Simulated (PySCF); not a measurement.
Species: C6H6BCl.
Atom-mapped SMILES: `[BH2:1][c:2]1[cH:3][cH:4][c:5]([Cl:6])[cH:7][cH:8]1` (hydrogens: H9, H10 on B1; H11 on C3; H12 on C4; H13 on C7; H14 on C8)

Cartesian coordinates in Å at the PBE0-D3(BJ)/def2-SVP level; atoms count from 1:
```xyz
14
C6H6BCl angstrom
B      2.5212    0.3060   -0.0109
C      0.9908    0.1483    0.0014
C      0.3850   -1.1222   -0.0857
C     -0.9952   -1.2777   -0.0743
C     -1.8000   -0.1404    0.0269
Cl    -3.5180   -0.3186    0.0436
C     -1.2434    1.1378    0.1148
C      0.1393    1.2680    0.1013
H      3.2337   -0.6681   -0.0968
H      3.0217    1.4048    0.0654
H      1.0200   -2.0087   -0.1642
H     -1.4592   -2.2629   -0.1418
H     -1.8979    2.0074    0.1923
H      0.5808    2.2657    0.1701
```

Computed with PBE0-D3(BJ)/def2-SVP geometry optimisation, gas phase in PySCF.

Take the most abundant isotopes and a rigid rotor. 

Question: Give the principal moments of inertia and the rotational constants in MHz.

Answer: Ia = 91.34, Ib = 499.09, Ic = 590.43 u·Å²; 505379 MHz·u·Å²/I gives A = 5533, B = 1013, C = 855.9 MHz.

Question: Classify the top.

Answer: A near-prolate asymmetric top: κ = (2 × 1013 − 5533 − 855.9)/(5533 − 855.9) = -0.93.

Question: What does the inertial defect say?

Answer: Planar: Δ = Ic − Ia − Ib = 0.00 u·Å². For a rigid frame Δ = −2 Σ m c², so it vanishes when all atoms lie in the ab plane; here none is more than 0.01 Å from it.

Question: List the rotational levels J(Ka,Kc) to J = 2 (MHz).

Answer: Above 0(0,0):
J = 1: 1(0,1) 1869, 1(1,1) 6389, 1(1,0) 6545
J = 2: 2(0,2) 5602, 2(1,2) 9969, 2(1,1) 10439, 2(2,1) 24000, 2(2,0) 24004
Those of J = 1 are B + C, A + C and A + B.

Question: Predict some low-J microwave lines.

Answer: The dipole components are |μa| = 0.40 D, |μb| = 0.00 D, |μc| = 0.00 D; the symmetry axis of this C2v structure is a, so μb and μc vanish by symmetry and there are no b-type or c-type lines. Some lines, for components of 0.1 D or more:

```tsv
type	branch	J(Ka,Kc)	MHz	lower level (cm⁻¹)
a	Q	2(1,1) ← 2(1,2)	470	0.333
a	Q	3(1,2) ← 3(1,3)	940	0.512
a	Q	4(1,3) ← 4(1,4)	1566	0.750
a	R	1(0,1) ← 0(0,0)	1869	0.000
a	R	2(0,2) ← 1(0,1)	3733	0.062
a	R	2(1,1) ← 1(1,0)	3894	0.218
a	R	3(1,3) ← 2(1,2)	5368	0.333
a	R	3(0,3) ← 2(0,2)	5590	0.187
a	R	3(2,1) ← 2(2,0)	5622	0.801
a	R	3(1,2) ← 2(1,1)	5838	0.348
a	R	4(0,4) ← 3(0,3)	7434	0.373
a	R	4(2,3) ← 3(2,2)	7471	0.988
a	R	4(3,2) ← 3(3,1)	7482	1.755
a	R	4(3,1) ← 3(3,0)	7482	1.755
a	R	4(2,2) ← 3(2,1)	7511	0.988
a	R	4(1,3) ← 3(1,2)	7779	0.543
```

Question: Estimate the classical rotational partition function at 25 K, 200 K and 298.15 K.

Answer: Point group C2v, symmetry number σ = 2; q = (√π/σ)·√((kT/h)³/(ABC)), k/h = 20836.6 MHz/K: 4810 at 25 K, 109000 at 200 K, 198000 at 298.15 K.

Stationary, but not proved a minimum. Zero-point vibration and centrifugal distortion are left out. Quadrupole hyperfine structure (11B, 35Cl) is left out.
